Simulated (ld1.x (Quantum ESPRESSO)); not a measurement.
## Transferability test, RRKJ potential for O

```json
{"Element": "oxygen", "Generator": "ld1.x (Quantum ESPRESSO) 7.5", "Type": "norm-conserving RRKJ (Kleinman–Bylander form)", "Functional": "LDA (PZ)", "Relativity": "scalar-relativistic", "Frozen core": "[He]", "Valence charge": "6", "Reference configuration": "2s2 2p4", "Partial waves": "2p (bound): rc 1.95 bohr; 2s (bound): rc 0.60 bohr", "Local potential": "the s channel", "Core correction": "Bessel-smoothed model core inside 0.50 bohr"}
```

Energies are relative to the spin-unpolarised reference configuration 2s2 2p4; without spin polarisation the order of configurations can differ from experiment. Spin-polarised rows fill each open shell by Hund’s rule, majority spin first.

```csv
valence configuration,charge,ΔE all-electron (eV),error AE − PS (meV)
2s2 2p2,+2,50.292,+756
2s2 2p1,+3,104.255,+2870
2s2 2p3.5,+0.5,6.366,+14
2s2 2p4.3,-0.3,-2.174,+1.6
2s1 2p4,+1,31.422,-178
2s1 2p5,0,14.584,-13
2s2 2p4 (spin-polarised),0,-1.409,-36
```

(1) What are ΔE and the potential's error for 2s2 2p3?

(2) What are ΔE and the potential's error for 2s2 2p3 (spin-polarised)?

Levels in the configuration 2s2 2p2:

```
level  all-electron (eV)  pseudo (eV)
   2s            -58.017      -57.671
   2p            -43.350      -42.135
```

## Answers

(1) ΔE = 16.584 eV all-electron; the error (AE − PS) is +91 meV.

(2) ΔE = 12.572 eV all-electron; the error (AE − PS) is -57 meV.
